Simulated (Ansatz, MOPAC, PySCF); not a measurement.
Molecule: trifluoromethylgermane, CH₃F₃Ge, net charge 0, singlet state. SMILES: F[C]([GeH3])(F)F
Coordinates optimised at B3LYP-D3(BJ)/def2-TZVP (Ansatz, a program for electronic structure):
```xyz
8

F     -1.3636     0.8551    -0.9181
C     -0.8567    -0.0223    -0.0215
F     -1.4013     0.2844     1.1785
F     -1.3229    -1.2457    -0.3629
Ge     1.1596     0.0301     0.0291
H      1.6091    -0.9972     1.0717
H      1.5616     1.4538     0.4239
H      1.6531    -0.3313    -1.3746
```

Unscaled harmonic wavenumbers (cm⁻¹) in rising order, each level at the stationary point that it reaches from this structure (no distance between atoms moves by over 0.3 Å); the order of modes can differ between levels, and a negative number is imaginary. B3LYP-D3(BJ)/def2-TZVP (PySCF, at the structure above): 95, 204, 205, 300, 487, 488, 581, 581, 721, 807, 872, 872, 1095, 1095, 1172, 2166, 2182, 2182.

AM1 (MOPAC): 66, 192, 192, 289, 413, 413, 471, 471, 611, 654, 658, 658, 1315, 1466, 1466, 1905, 1932, 1932. Zero-point energy 21.6 against 23.0 kcal/mol; where all levels lie over 400 cm⁻¹, the wavenumbers are on average 0.923 times those of B3LYP-D3(BJ)/def2-TZVP.

HF/3-21G (Ansatz): 160, 214, 214, 336, 509, 509, 638, 638, 747, 910, 954, 954, 1309, 1309, 1328, 2200, 2200, 2206. Zero-point energy 24.8 against 23.0 kcal/mol; where all levels lie over 400 cm⁻¹, the wavenumbers are on average 1.085 times those of B3LYP-D3(BJ)/def2-TZVP.
